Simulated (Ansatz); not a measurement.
(HBe-mu-H)2 (Be₂H₄). Total charge 0; singlet. Geometry PBE-D4/def2-TZVP, basis def2-TZVP, Ansatz.

```xyz
6

Be   -0.4996   -0.8750    0.0218
H    -1.1623   -2.0393    0.0461
H    -0.9262    0.5337    0.2255
Be    0.4999    0.8748   -0.0203
H     1.1614    2.0397   -0.0509
H     0.9269   -0.5340   -0.2222
```

```json
{"run": "A", "HOMO (eV)": "-11.30", "LUMO (eV)": "-0.37"}
{"run": "B", "HOMO (eV)": "-7.41", "LUMO (eV)": "-3.27"}
{"run": "C", "HOMO (eV)": "-7.72", "LUMO (eV)": "-2.85"}
{"run": "D", "HOMO (eV)": "-7.33", "LUMO (eV)": "-3.12"}
{"run": "E", "HOMO (eV)": "-8.34", "LUMO (eV)": "-2.78"}
{"run": "F", "HOMO (eV)": "-8.56", "LUMO (eV)": "-2.61"}
```

B3LYP takes the VWN-RPA correlation. HSE06 is defined as in plane-wave codes, on full-range PBE exchange.

Task: The runs used B3LYP, BLYP, HSE06, PBE, r2SCAN, ωB97X-V. Estimate which is which.

Result: A ωB97X-V (range-separated); B PBE (0 % exact exchange); C r2SCAN (0 % exact exchange); D BLYP (0 % exact exchange); E HSE06 (range-separated); F B3LYP (20 % exact exchange). Exact exchange lowers occupied and raises empty levels; among semilocal functionals meta-GGAs tend to open the gap a little, and such runs are hard to tell apart. The gap grows from 4.14 eV (PBE) to 10.93 eV (ωB97X-V).
